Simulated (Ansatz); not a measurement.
```xyz
11

O     1.1468    0.4832    1.9141
C     0.5745   -0.4220    1.0042
N     0.4806    0.1137   -0.3211
Si   -0.9344    0.0625   -1.2974
H     0.6628    1.3112    1.8340
H     1.2138   -1.3092    1.0546
H    -0.4365   -0.7175    1.3204
H     1.3768    0.2740   -0.7556
H    -2.0907    0.4626   -0.4520
H    -1.2546   -1.2734   -1.8809
H    -0.7390    1.0149   -2.4203
```

Total charge 0; spin multiplicity 1.

Q: List the PBE/def2-TZVPP orbital energies in eV (Ansatz 0.2.0). (Best estimate.)

A: The calculation gave: Occupied: -1779.73, -510.22, -380.36, -270.99, -137.44, -94.19, -94.17, -94.15, -25.83, -21.84, -16.42, -13.77, -13.17, -11.29, -10.90, -10.10, -8.52, -8.45, -8.03, -6.72, -5.85. Lowest empty: -0.49, 0.46, 0.69, 0.92, 1.20, 1.21, 2.00, 2.89.
